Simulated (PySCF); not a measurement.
2-hydroxyethyl prop-2-enoate (C5H8O3), SMILES C=CC(=O)OCCO.

The structure is a stationary point at PBE0-D3(BJ)/def2-SVP. One conformer was computed; it need not be the lowest.

Method: PySCF with TDA-PBE/def2-SVPD.

Vertical excitations. Gas-phase values at a fixed geometry.

```tsv
state	energy (eV)	λ (nm)	f	main pairs
S1	4.18	297	0.033	HOMO→LUMO 89 %
S2	4.23	293	0.000	HOMO−1→LUMO 91 %
S3	5.34	232	0.011	HOMO−3→LUMO 68 %, HOMO−4→LUMO 21 %
S4	5.92	210	0.015	HOMO−4→LUMO 74 %, HOMO−3→LUMO 12 %
S5	6.19	200	0.005	HOMO−1→LUMO+1 58 %, HOMO→LUMO+1 42 %
S6	6.25	198	0.011	HOMO→LUMO+1 56 %, HOMO−1→LUMO+1 42 %
T1	3.86	322	0	HOMO−2→LUMO 77 %, HOMO→LUMO 17 %
T2	3.91	317	0	HOMO−1→LUMO 73 %, HOMO→LUMO 25 %
```
Triplets are in the Tamm–Dancoff approximation.
